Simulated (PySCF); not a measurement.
Compound: C5H14BN.
Z-matrix (Å and degrees, PBE0-D3(BJ)/def2-SVP geometry), rows numbered from 1:
```
B 
N   1  1.6289
C   2  1.4671  1  111.73
C   2  1.4671  1  112.10  3  -126.33
C   4  1.5398  2  119.51  1  -171.86
C   5  1.5413  4   87.56  2   141.72
C   4  1.5311  2  118.07  1   -65.52
H   1  1.2245  2  106.49  3  -175.64
H   1  1.2282  2  105.58  3    63.98
H   1  1.2264  2  105.53  3   -55.87
H   2  1.0227  1  105.23  3   117.23
H   3  1.1006  2  111.51  1   177.56
H   3  1.0964  2  108.83  1    55.72
H   3  1.0979  2  108.27  1   -61.69
H   4  1.1006  2  106.47  1    60.25
H   5  1.1000  4  118.40  2   -96.67
H   5  1.1030  4  111.06  2    29.94
H   6  1.1001  5  111.64  4    93.55
H   6  1.0990  5  117.52  4  -140.35
H   7  1.0975  4  117.57  2    94.67
H   7  1.1018  4  110.86  2   -30.44
```

The calculation used PySCF, PBE0-D3(BJ)/def2-SVP geometry optimisation, gas phase.

Take the most abundant isotopes and a rigid rotor. The values belong to one conformer with, in the numbering `[BH3-:1][N@H+:2]([CH3:3])[CH:4]1[CH2:5][CH2:6][CH2:7]1`, B1–N2–C4–C5 -172°, N2–C4–C5–C6 142°, C4–C5–C6–C7 -19°, C5–C6–C7–C4 20°, N2–C4–C7–C6 -143°.

What are A, B and C (GHz)?

Ia = 108.19, Ib = 271.53, Ic = 349.93 u·Å²; 505379 MHz·u·Å²/I gives 4671, 1861 and 1444 MHz, that is A = 4.6714, B = 1.8612, C = 1.4442 GHz.

Classify the top.

An asymmetric top. Ray's parameter κ = (2B − A − C)/(A − C) = -0.742; −1 is the prolate and +1 the oblate limit.

Is it planar, by Δ = Ic − Ia − Ib?

Not planar: Δ = Ic − Ia − Ib = -29.78 u·Å². For a rigid frame Δ = −2 Σ m c², so Σ m c² = 14.89 u·Å² lies off the ab plane: 12.12 from hydrogen and 2.77 from heavier atoms. The atom farthest from that plane is 1.43 Å away.

Give the other two planar moments, Paa and Pbb, and the rms extents of the mass along the axes.

Paa = Σ m a² = (Ib + Ic − Ia)/2 = 256.64 and Pbb = Σ m b² = (Ia + Ic − Ib)/2 = 93.29 u·Å². With the mass M = 99.12 u, the rms extents √(P/M) along a, b and c are 1.61, 0.97, 0.39 Å.

Give the coordinates in the principal-axis frame, origin at the centre of mass.

The sense of each axis is arbitrary; atoms in the order of the calculation.
```json
{"atom": "B1", "mass (u)": "11.009", "a (Å)": "-1.965", "b (Å)": "1.299", "c (Å)": "0.093"}
{"atom": "N2", "mass (u)": "14.003", "a (Å)": "-1.089", "b (Å)": "-0.022", "c (Å)": "-0.280"}
{"atom": "C3", "mass (u)": "12.000", "a (Å)": "-1.810", "b (Å)": "-1.259", "c (Å)": "0.037"}
{"atom": "C4", "mass (u)": "12.000", "a (Å)": "0.242", "b (Å)": "0.005", "c (Å)": "0.338"}
{"atom": "C5", "mass (u)": "12.000", "a (Å)": "1.280", "b (Å)": "-1.064", "c (Å)": "-0.050"}
{"atom": "C6", "mass (u)": "12.000", "a (Å)": "2.349", "b (Å)": "0.044", "c (Å)": "0.020"}
{"atom": "C7", "mass (u)": "12.000", "a (Å)": "1.224", "b (Å)": "1.089", "c (Å)": "-0.114"}
{"atom": "H8", "mass (u)": "1.008", "a (Å)": "-1.316", "b (Å)": "2.265", "c (Å)": "-0.288"}
{"atom": "H9", "mass (u)": "1.008", "a (Å)": "-2.106", "b (Å)": "1.268", "c (Å)": "1.313"}
{"atom": "H10", "mass (u)": "1.008", "a (Å)": "-3.022", "b (Å)": "1.175", "c (Å)": "-0.515"}
{"atom": "H11", "mass (u)": "1.008", "a (Å)": "-0.956", "b (Å)": "0.020", "c (Å)": "-1.293"}
{"atom": "H12", "mass (u)": "1.008", "a (Å)": "-1.233", "b (Å)": "-2.150", "c (Å)": "-0.256"}
{"atom": "H13", "mass (u)": "1.008", "a (Å)": "-2.778", "b (Å)": "-1.247", "c (Å)": "-0.479"}
{"atom": "H14", "mass (u)": "1.008", "a (Å)": "-1.999", "b (Å)": "-1.281", "c (Å)": "1.118"}
{"atom": "H15", "mass (u)": "1.008", "a (Å)": "0.080", "b (Å)": "0.043", "c (Å)": "1.426"}
{"atom": "H16", "mass (u)": "1.008", "a (Å)": "1.389", "b (Å)": "-1.947", "c (Å)": "0.597"}
{"atom": "H17", "mass (u)": "1.008", "a (Å)": "1.128", "b (Å)": "-1.406", "c (Å)": "-1.088"}
{"atom": "H18", "mass (u)": "1.008", "a (Å)": "2.828", "b (Å)": "0.083", "c (Å)": "1.010"}
{"atom": "H19", "mass (u)": "1.008", "a (Å)": "3.137", "b (Å)": "0.039", "c (Å)": "-0.746"}
{"atom": "H20", "mass (u)": "1.008", "a (Å)": "1.271", "b (Å)": "2.011", "c (Å)": "0.479"}
{"atom": "H21", "mass (u)": "1.008", "a (Å)": "1.047", "b (Å)": "1.365", "c (Å)": "-1.165"}
```

List the rotational levels J(Ka,Kc) to J = 3 (K).

Above 0(0,0), as E/k:
J = 1: 1(0,1) 0.159, 1(1,1) 0.294, 1(1,0) 0.314
J = 2: 2(0,2) 0.474, 2(1,2) 0.591, 2(1,1) 0.651, 2(2,1) 1.055, 2(2,0) 1.057
J = 3: 3(0,3) 0.942, 3(1,3) 1.035, 3(1,2) 1.155, 3(2,2) 1.531, 3(2,1) 1.542, 3(3,1) 2.257, 3(3,0) 2.257
Those of J = 1 are B + C, A + C and A + B.

Which lines would a microwave search look for?

The dipole components are |μa| = 3.24 D, |μb| = 4.19 D, |μc| = 1.06 D. Intensities carry the squares of the components, which stand as 0.60 : 1.00 : 0.06 (a : b : c). Some lines, for components of 0.1 D or more:

| type | branch | J(Ka,Kc) | MHz | lower level (cm⁻¹) |
| --- | --- | --- | --- | --- |
| c | Q | 4(2,3) ← 4(1,3) | 7061 | 1.269 |
| b | R | 3(0,3) ← 2(1,2) | 7311 | 0.411 |
| a | R | 3(0,3) ← 2(0,2) | 9747 | 0.329 |
| b | R | 3(1,3) ← 2(0,2) | 11701 | 0.329 |
| a | R | 4(3,2) ← 3(3,1) | 13300 | 1.569 |
| a | R | 4(2,2) ← 3(2,1) | 13594 | 1.071 |
| b | Q | 4(3,2) ← 4(2,3) | 15231 | 1.504 |
| b | R | 3(2,1) ← 2(1,2) | 19810 | 0.411 |
| b | Q | 4(4,1) ← 4(3,2) | 21060 | 2.012 |
| b | R | 4(2,2) ← 3(1,3) | 24139 | 0.720 |
| c | R | 3(3,0) ← 2(2,0) | 24995 | 0.735 |
| c | R | 3(3,1) ← 2(2,1) | 25035 | 0.734 |

Estimate the classical rotational partition function at 50 K, 100 K and 298.15 K.

Point group C1, symmetry number σ = 1; q = (√π/σ)·√((kT/h)³/(ABC)), k/h = 20836.6 MHz/K: 16800 at 50 K, 47600 at 100 K, 245000 at 298.15 K.

Whether it is a minimum is left open (no frequencies). Constants of a rigid frame at the computed geometry: no zero-point averaging, no centrifugal distortion. A rigid rotor knows nothing of internal rotation, which can split or shift real lines. Quadrupole hyperfine structure (11B, 14N) is left out.

Run on one thread of an Arm Neoverse V2, shared host with 96 logical CPUs at a one-minute load of 79. That covers the optimisation of the geometry.
